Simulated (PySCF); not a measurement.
**Working out the ionisation energy of Se²⁺**

Se²⁺ [Ar] 3d10 4s2 4p2 (3P) → Se³⁺ [Ar] 3d10 4s2 4p1 (2P). Calculation: PySCF 2.14, in x2c-SVPall; the spin-free X2C one-electron Hamiltonian (Gaussian nucleus). Frozen: [Ar] 3d10. Energies in hartree (1 hartree = 27.21139 eV):

```json
{"part": "UHF", "Se²⁺ (lower)": "-2426.562074", "Se³⁺ (upper)": "-2425.424480"}
{"part": "CCSD correlation", "Se²⁺ (lower)": "-0.062769", "Se³⁺ (upper)": "-0.051792"}
{"part": "(T)", "Se²⁺ (lower)": "-0.000671", "Se³⁺ (upper)": "-0.000419"}
```

Q: What does Hartree-Fock give?

A: (-2425.424480) − (-2426.562074) = 1.137594 hartree = 30.956 eV.

Q: What do CCSD and CCSD(T) give?

A: The CCSD correlation energies differ by 0.010977 hartree = 0.299 eV and the triples by 0.000252 hartree = 0.007 eV, so CCSD gives 31.255 eV and CCSD(T) 31.262 eV.

Reference: 31.697 ± 0.019 eV (measured; NIST Atomic Spectra Database, ionization energies), between the lowest levels; spin-orbit coupling is absent from the calculation.

A double-zeta basis recovers only part of the correlation energy.

What remains against the reference includes basis incompleteness, the frozen core and higher excitations.
